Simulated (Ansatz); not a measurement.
Wavefunction ladder for `CC(C)(C)C[Si](C)(F)F`

```
atom   x (Å)   y (Å)   z (Å)
  C1  -0.823  -0.982   2.036
  C2  -0.715  -0.630   0.553
  C3  -2.001   0.068   0.116
  C4  -0.532  -1.916  -0.249
  C5   0.497   0.302   0.368
 Si6   0.983   0.952  -1.300
  C7   2.460   2.060  -1.240
  F8   1.299  -0.246  -2.309
  F9  -0.220   1.761  -1.972
 H10  -0.960  -0.085   2.645
 H11   0.080  -1.492   2.386
 H12  -1.674  -1.645   2.217
 H13  -1.993   0.305  -0.949
 H14  -2.148   1.002   0.665
 H15  -2.864  -0.574   0.312
 H16   0.395  -2.426   0.031
 H17  -0.494  -1.724  -1.323
 H18  -1.361  -2.602  -0.059
 H19   1.395  -0.196   0.759
 H20   0.366   1.190   1.002
 H21   2.271   2.930  -0.607
 H22   3.330   1.531  -0.842
 H23   2.708   2.416  -2.242
```

The species carries charge 0 and has multiplicity 1. The geometry is a stationary point of PBE0-D4/def2-TZVP. It is one conformer, not always the lowest. Frozen core, restricted reference, Ansatz. CBS rows extrapolate triple and quadruple zeta; past MP2 they add the triple-zeta difference.

```csv
basis,HF (Eh),MP2 corr.
def2-SVP,-722.91185,-1.33436
def2-TZVPP,-723.53754,-1.67880
def2-QZVPP,-723.56734,-1.80284
```

(1) Estimate the CCSD correlation energy and the (T) correction in each basis where they were run (hartree).

Results:

(1) 
| basis | CCSD corr. | (T) |
| --- | --- | --- |
| def2-SVP | -1.42476 | -0.03714 |
| def2-TZVPP | -1.75097 | -0.06387 |
| CBS(def2) | -1.96689 | as TZ |
